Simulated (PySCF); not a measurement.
Compound: C6H9F3.
Geometry (PBE0-D3(BJ)/def2-SVP, Å), atoms numbered from 1 in this order:
```
atom  x, y, z in Å
C1    -1.6149   -1.5529    0.1678
C2    -1.1513   -0.3524    0.5110
C3    -0.4823    0.6054   -0.4309
C4     0.9963    0.8280   -0.0828
C5     1.8377   -0.4283   -0.2244
C6    -1.2300    1.9273   -0.4514
F7    -1.2113    2.5230    0.7489
F8    -0.6898    2.7840   -1.3263
F9    -2.5092    1.7641   -0.7953
H10   -1.5555   -1.9161   -0.8632
H11   -2.0744   -2.2170    0.9041
H12   -1.2256   -0.0177    1.5530
H13   -0.5560    0.2126   -1.4592
H14    1.3908    1.6207   -0.7379
H15    1.0611    1.2174    0.9469
H16    1.8191   -0.8073   -1.2589
H17    1.4727   -1.2351    0.4286
H18    2.8870   -0.2289    0.0383
```

The calculation used PySCF 2.14.0, density-fitted response routines, TDDFT CAM-B3LYP/def2-SVPD, vertical, gas phase, core orbitals frozen in the response.

Ground-to-excited transition dipoles (e·a0, same axes as the geometry; the sign carries no meaning), for the states with f of 0.002 or more among the lowest 6:

```
state  E (hartree)      μx      μy      μz
   S1       0.2743  -0.692  -1.315  -0.136
   S2       0.2845   0.427  -0.199   0.065
   S6       0.3280  -0.098   0.052   0.013
```

What oscillator strength does each state have?

f = (2/3) ΔE |μ|² with ΔE in hartree (27.2114 eV).

```json
{"state": "S1", "|μ|² (au)": "2.226", "|μ| (D)": "3.79", "f": "0.407"}
{"state": "S2", "|μ|² (au)": "0.227", "|μ| (D)": "1.21", "f": "0.043"}
{"state": "S6", "|μ|² (au)": "0.012", "|μ| (D)": "0.28", "f": "0.003"}
```

Which bond between heavy atoms lies closest to the direction of the S1 transition dipole?

C1–C2, at 12° from it; next C2–C3 at 45°.

What angle do the transition dipoles of S1 and S2 make?

|cos θ| = |μa·μb| / (|μa| |μb|) = 0.06, so θ ≈ 87° (taken between 0 and 90°, since the signs are arbitrary).

How is the summed strength of these states shared among x, y and z?

(2/3) Σ ΔE μα² gives 0.124 for x, 0.324 for y and 0.004 for z, 0.453 in all.

What peak molar absorption coefficient would the strongest computed level give as a lone Gaussian band 0.3 eV wide at half height?

ε(max) = 2.175×10⁸ f / FWHM, with the width in cm⁻¹. S1: 2.175×10⁸ × 0.4070 / 2420 ≈ 37000 L mol⁻¹ cm⁻¹.

One conformer stands for the species.
